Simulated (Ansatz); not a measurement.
The pair A = N2 (SMILES N#N) (first 2 atoms), B = N2 (SMILES N#N); geometry from B3LYP-D3(BJ)/def2-TZVP.
(charge 0, multiplicity 1):
```xyz
4

N     -0.38464    -0.10116    -0.56541
N      0.45102     0.14817     0.08987
N     -0.43060    -0.20177     3.30950
N      0.36422     0.15477     3.96604
```

Frozen-core correlation.

The values were computed with Ansatz (a quantum-chemistry and plane-wave program) with Gaussian orbitals. 

Total energies (hartree), monomers frozen at their geometry in the pair:

```tsv
structure	PBE/def2-TZVPPD	MP2/aug-cc-pVTZ	CCSD(T)/aug-cc-pVDZ
AB	-218.9048640	-218.7278223	-218.5865222
A in the pair's basis	-109.4523458	-109.3636290	-109.2930954
B in the pair's basis	-109.4523467	-109.3636305	-109.2930976
A	-109.4523181	-109.3634951	-109.2928473
B	-109.4523189	-109.3634967	-109.2928495
```

Task: Work out the interaction energy without and with the counterpoise correction, and the superposition error, for each level.

Result: 
E(AB) − E(A) − E(B), times 627.509 kcal/mol, with the monomers in their own basis and then in the pair's basis:
- PBE/def2-TZVPPD: -0.14 uncorrected, -0.11 corrected; the monomers gain 0.03 kcal/mol from borrowed functions
- MP2/aug-cc-pVTZ: -0.52 uncorrected, -0.35 corrected; the monomers gain 0.17 kcal/mol from borrowed functions
- CCSD(T)/aug-cc-pVDZ: -0.52 uncorrected, -0.21 corrected; the monomers gain 0.31 kcal/mol from borrowed functions
